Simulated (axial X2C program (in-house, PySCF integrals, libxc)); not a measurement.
**Excited states of HfO by EOM-EE-CCSD**

Calculated with an in-house all-electron X2C program for linear molecules (integrals from PySCF): two-component X2C with atomic mean-field Coulomb and Gaunt terms, Gaussian nuclei, basis Hf dyall-acv3z, O dyall-av3z with contracted cores.

R = 1.713 Å (near the PBE0 minimum at charge 0 of the determinant lowest at the starting distance; the state shown can have its own minimum elsewhere).

Hartree–Fock spinors of HfO (one of each Kramers pair; a window near the gap, which can cut inner shells):

```
  ω  occupied  ε (eV)                    character
3/2       yes  -32.43                    100% Hf f
1/2       yes  -31.15  51% O s, 24% Hf f, 10% Hf p
1/2       yes  -13.26   73% O p, 17% Hf d, 3% Hf p
1/2       yes  -12.83   73% O p, 18% Hf d, 4% Hf f
3/2       yes  -12.79   73% O p, 18% Hf d, 4% Hf f
1/2       yes   -7.32   65% Hf s, 11% O p, 9% Hf d
1/2        no    0.09   83% Hf p, 12% Hf d, 5% O p
3/2        no    0.16    88% Hf p, 8% Hf d, 4% O p
1/2        no    0.25  71% Hf p, 23% Hf s, 5% Hf d
1/2        no    0.59  73% Hf p, 16% Hf s, 8% Hf d
1/2        no    0.60  55% Hf s, 40% Hf p, 3% Hf d
3/2        no    0.68   84% Hf p, 11% Hf d, 4% O p
```

Vertical excitation energies from the closed-shell determinant state of HfO:

| Ω | excitation (eV) | cm⁻¹ | hole of the leading pair | particle of the leading pair | weight of the pair (for Ω = 0 its time-reversed partner can hold as much again) | singles weight |
| --- | --- | --- | --- | --- | --- | --- |
| 1 | 1.800 | 14517 | 64% Hf sσ, 11% Hf dσ, 10% O pσ | 95% Hf dδ | 0.97 | 0.98 |
| 2 | 1.937 | 15621 | 64% Hf sσ, 11% Hf dσ, 10% O pσ | 94% Hf dδ | 0.70 | 0.98 |
| 0⁻ | 2.072 | 16710 | 65% Hf sσ, 11% O pσ, 10% Hf dσ | 57% Hf pπ, 31% Hf dπ | 0.49 | 0.98 |
| 0⁺ | 2.106 | 16986 | 65% Hf sσ, 11% O pσ, 10% Hf dσ | 60% Hf pπ, 32% Hf dπ, 6% O pπ | 0.49 | 0.98 |
| 3 | 2.171 | 17513 | 64% Hf sσ, 11% Hf dσ, 10% O pσ | 96% Hf dδ | 0.98 | 0.99 |
| 1 | 2.243 | 18091 | 65% Hf sσ, 11% O pσ, 10% Hf dσ | 55% Hf pπ, 31% Hf dπ | 0.62 | 0.98 |

This point took 79 s on 1 thread of Arm Neoverse V1, on a shared host.

Reference electrons by ω block (each with its −ω partner): 1/2: 24, 3/2: 11, 5/2: 4, 7/2: 1. 18 electrons of HfO correlated (inner shells frozen), 84 natural virtual spinors (a truncated set); levels can be off by some tenths of an eV. Roots sought by Ω: (0: 5, 1: 4, 2: 3, 3: 1); rows need 60 % singles weight and stop where some Ω has no more roots. Missing are any skipped roots, higher Ω and states of a further excitation; these come out far too high here and may in truth be low or lowest. T1 of the reference 0.024 (Lee–Taylor). Some roots did not converge and are left out. Number of frozen shells: Hf 4 s, 3 p, 2 d, 1 f; O 1 s.
